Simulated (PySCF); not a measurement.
Excitation energy of V⁺ by level of theory

V⁺ [Ar] 3d4 (5D) → V⁺ [Ar] 3d3 4s1 (5F), as a difference of total energies. All numbers are calculated (PySCF 2.14, no relativity, point nucleus, in def2-TZVPPD (6s6p4d2f1g, 67 functions)). Correlated levels: valence: [Ar] frozen; valence and next inner shell: [Ne] frozen. The calculations carry no spin-orbit coupling.

| method | excitation energy (cm⁻¹) |
| --- | --- |
| UHF | -1781.0 |
| LDA | 7494.7 |
| PBE0 | 5288.9 |
| r2SCAN0 | 3162.8 |
| r2SCANh | 3241.1 |
| HSE06 | 4873.4 |
| MP2 (valence) | 2130.8 |
| SCS-MP2 (valence) | -477.06 |
| MP2 (valence and next inner shell) | 5276.9 |
| SCS-MP2 (valence and next inner shell) | 2440.9 |

**Question.** Estimate what TPSS gives.

**Answer.** 5481.5 cm⁻¹, closest to PBE0 among the rows shown.

**Question.** Estimate what PBE gives.

**Answer.** 6000.2 cm⁻¹, closest to PBE0 among the rows shown.

These non-relativistic numbers lack the scalar-relativistic shift.

Errors of the correlated levels include the incompleteness of this basis and the frozen core.

For comparison: 2719.9 cm⁻¹ (measured; NIST levels, between the centres of gravity of the two terms).
